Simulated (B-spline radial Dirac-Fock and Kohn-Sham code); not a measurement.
Satellites and hypersatellites of the K lines of Os³⁺

System: osmium as Os³⁺ in the configuration [Xe] 4f14 5d5.

The computed values come from a radial B-spline solver: multi-electron Dirac-Fock with separately optimised hole states, Breit and Lamb-shift corrections added in first order. Each two-hole energy is an average over J within one jj subconfiguration, not an observable level; in light atoms, where LS coupling holds, the j-resolved values are not observed lines, and for a K spectator the Kα1 hypersatellite is nearly forbidden. Electron correlation is not included.

Lines without a spectator: Kα2 (K-L2) 61481.1 eV, Kα1 (K-L3) 62995.1 eV, Kβ3 (K-M2) 71070.5 eV, Kβ1 (K-M3) 71404.6 eV. Shifts in eV with one spectator hole (a dash: not computed, or left out as unreliable):

| spectator hole | Kα2 | Kα1 | Kβ3 | Kβ1 |
| --- | --- | --- | --- | --- |
| K (1s) | +1021.8 | +1103.7 | +1324.1 | +1343.3 |
| L2 (2p1/2) | +131.7 | +178.8 | – | +336.6 |
| L3 (2p3/2) | +96.8 | +107.3 | +248.9 | – |
| M2 (3p1/2) | – | +28.54 | +54.1 | +64.2 |
| M3 (3p3/2) | +15.05 | – | +45.0 | +45.8 |
| M4 (3d3/2) | +5.03 | +1.66 | – | – |
| M5 (3d5/2) | -0.52 | +3.70 | – | – |
